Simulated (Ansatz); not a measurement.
`F[Si](F)(F)[SiH3]` + `B[C@H]1C[Si@H]1Cl` → `B[Si](F)(F)[SiH3]` + `F[C@H]1C[Si@@H]1Cl`  (redistribution)

Isolated molecules relaxed with PBE0-D4/def2-TZVP in Ansatz; ΔE leaves out vibrations. CBS: MP2 limit from def2 TZ/QZ plus the TZ coupled-cluster correction, frozen cores. Functionals use def2-TZVPP. B3LYP here is the variant with VWN-RPA as its local correlation; programs differ in this.

| level | ΔE (eV) | difference from CCSD(T)/CBS |
| --- | --- | --- |
| PBE-D4 | 3.38 | -0.27 |
| B3LYP-D4 | 3.47 | -0.18 |
| ωB97X-V | 3.44 | -0.21 |
| ωB97M-V | 3.59 | -0.06 |
| PBE0 | 3.45 | -0.20 |
| B3LYP | 3.42 | -0.23 |
| SCS-MP2/def2-TZVPP | 3.71 | 0.06 |
| HF/def2-QZVPP | 3.50 | -0.15 |
| MP2/CBS(def2) | 3.88 | 0.23 |
| CCSD/CBS(def2) | 3.62 | -0.03 |
| CCSD(T)/CBS | 3.65 | 0 |

Largest T1 diagnostic among the species: 0.013.

In def2-TZVPP, CCSD(T) changes the Hartree–Fock value by +0.15 eV (the triples alone add +0.03 eV) and MP2 by +0.38 eV. From PBE to PBE0 (25 % exact exchange), in def2-TZVPP and without D4, ΔE moves by +0.10 eV. The D4 term adds +0.05 eV with B3LYP and +0.02 eV with PBE0; it sums over pairs of atoms, weighted by their polarisabilities, and B3LYP, whose exchange is more repulsive, gets the larger term.
